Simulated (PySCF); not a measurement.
# Mayer bond orders and bond lengths

Compound: C7H3NO2.
Atom-mapped SMILES: `[N:1]#[C:2][c:3]1[cH:4][o:5][c:6]2[cH:7][cH:8][o:9][c:10]12` (hydrogens: H11 on C4; H12 on C7; H13 on C8)

Bond orders from the PBE0/pcSseg-1 density (PySCF). Geometry: GFN2-xTB; no solvent, vibrations or thermal averaging.

Q: How far do the computed orders between heavy atoms stray from the drawn ones?

A: The largest departure is 0.487, at O5–C6 (drawn aromatic, 1.013), counting aromatic bonds as 1.5. The bonds drawn aromatic range from 1.01 to 1.62.

Q: Set the Mayer orders of the bonds beside their lengths.

A: 
```tsv
bond	drawn as	length (Å)	Mayer order
N1–C2	triple	1.146	3.025
C2–C3	single	1.403	1.022
C3–C4	aromatic	1.379	1.549
C4–O5	aromatic	1.346	1.104
O5–C6	aromatic	1.347	1.013
C6–C7	aromatic	1.414	1.254
C7–C8	aromatic	1.366	1.620
C8–O9	aromatic	1.356	1.077
O9–C10	aromatic	1.339	1.067
C10–C3	aromatic	1.424	1.179
C10–C6	aromatic	1.390	1.366
C4–H11	single	1.072	0.994
C7–H12	single	1.069	0.976
C8–H13	single	1.072	0.990
```

Bonds between the same two heavy elements. C–C: lowest C2–C3 (1.022, 1.403 Å), highest C7–C8 (1.620, 1.366 Å); in 2 of the 15 pairs the longer bond (by over 0.003 Å) has the higher order (by 0.02 or more). C–O: lowest O5–C6 (1.013, 1.347 Å), highest C4–O5 (1.104, 1.346 Å); in 2 of the 6 pairs the longer bond (by over 0.003 Å) has the higher order (by 0.02 or more).

Q: Sum the orders of all bonds at each heavy atom with more than one neighbour and set the sums beside the valence in the SMILES.

A: C2 4.047 (drawn 4), C3 3.750 (drawn 4), C4 3.647 (drawn 4), O5 2.117 (drawn 2), C6 3.633 (drawn 4), C7 3.850 (drawn 4), C8 3.687 (drawn 4), O9 2.144 (drawn 2), C10 3.612 (drawn 4). Orders between atoms that aren't bonded are not in these sums.

Mayer orders depend on the basis set.
